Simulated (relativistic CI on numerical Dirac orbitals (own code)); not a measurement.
Nb4+ (4d) in a crystal field

Calculated by Dirac-Coulomb-Breit CI, separate exchange-only KLI orbitals for each configuration, QED by a radiative potential, valence Slater integrals scaled by 0.9, one configuration in a parametric crystal field (own radial code).

Field parameters in Wybourne normalisation: Td as Oh with Dq negative (B⁴₀ = 21Dq, B⁴₄ = √(5/14) B⁴₀). The field is a parameter set, without covalency.

S is read from ⟨S²⟩ = S(S + 1).

Powder χT (cm³ K mol⁻¹) by Van Vleck's formula, with temperature-independent terms:

```
                 Field    2 K    5 K   10 K   20 K   50 K  100 K  200 K  300 K
 Td, 10Dq = -3200 cm⁻¹  0.165  0.165  0.167  0.169  0.177   0.19  0.215  0.241
 Td, 10Dq = -5800 cm⁻¹  0.225  0.226  0.227  0.229  0.234  0.242  0.259  0.276
 Td, 10Dq = -8400 cm⁻¹  0.264  0.265  0.265  0.266   0.27  0.276  0.288    0.3
Td, 10Dq = -10950 cm⁻¹  0.288  0.288  0.288  0.289  0.292  0.297  0.306  0.316
Td, 10Dq = -13550 cm⁻¹  0.303  0.304  0.304  0.305  0.307  0.311  0.318  0.326
Td, 10Dq = -16100 cm⁻¹  0.314  0.314  0.315  0.315  0.317   0.32  0.327  0.333
Td, 10Dq = -18700 cm⁻¹  0.322  0.323  0.323  0.323  0.325  0.328  0.333  0.339
```

(1) For Td, 10Dq = -8400 cm⁻¹: what effective moment follows at 300 K?

Results:

(1) μ_eff = √(8χT) = 1.55 μB. The ground level has S = 0.50; the spin-only moment for S = 1/2 is 1.73 μB. The difference comes from the orbital moment, spin-orbit mixing of terms and temperature-independent paramagnetism, all larger in this ionic model than in covalent complexes.
